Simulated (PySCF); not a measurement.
A TDDFT job was run through a driver script with this input:

```
{"job": {"kind": "uv", "xc": "wB97X-D", "basis": "def2-SVPD", "nstates": 8, "ntriplets": 3}, "charge": 0, "multiplicity": 1}
F      2.132018    -1.760793     0.650974
C      1.576216    -0.588956     0.285842
C      2.288400     0.539270     0.033266
S      1.286095     1.882013    -0.415114
C     -0.132579     0.904306    -0.260361
C     -1.530939     0.982658    -0.393654
C     -2.005836    -0.267027    -0.088023
N     -0.972559    -1.102699     0.223998
C      0.186863    -0.399923     0.123367
H      3.350770     0.662689     0.084425
H     -2.109642     1.837931    -0.675232
H     -3.018441    -0.618428    -0.072114
H     -1.054755    -2.070554     0.484899
```

Method: TDDFT wB97X-D/def2-SVPD, vertical, gas phase, core orbitals frozen in the response in PySCF. Job line and output are in the format of a driver script around the code.

Task: Give the output without the SCF cycles.

Result: 
```
converged SCF energy = -783.2852636313

Static polarisability (au): isotropic 91.374, principal 55.744 96.337 122.040

Singlet excitations
state   eV       nm        f      main configurations
  1   5.2754    235.0   0.29502   H->L 0.94
  2   5.5100    225.0   0.00077   H->L+1 0.39, H->L+2 0.35
  3   5.5846    222.0   0.09846   H-1->L 0.92
  4   5.8568    211.7   0.00284   H->L+2 0.47, H->L+1 0.17, H-1->L+2 0.12
  5   5.9370    208.8   0.00028   H-1->L+1 0.40, H->L+1 0.31, H-1->L+2 0.12
  6   6.4335    192.7   0.00009   H->L+3 0.73
  7   6.4583    192.0   0.00050   H-1->L+2 0.60, H-1->L+1 0.23
  8   6.7467    183.8   0.04874   H->L+4 0.66, H-2->L 0.13

Triplet excitations (Tamm-Dancoff, eV): 3.5738 4.4130 5.0279
```

Isolated species at its GFN2-xTB geometry, gas phase.

H and L stand for HOMO and LUMO.

On Intel Xeon at 2.50 GHz, one thread, no GPU, shared host with 64 logical CPUs at a one-minute load of 53, this took 2.1 min wall, 1.8 min CPU and 0.92 GiB of memory at its peak.

wB97X-D is run here without its empirical dispersion term; that term would change no orbital, density or response property at a fixed geometry.
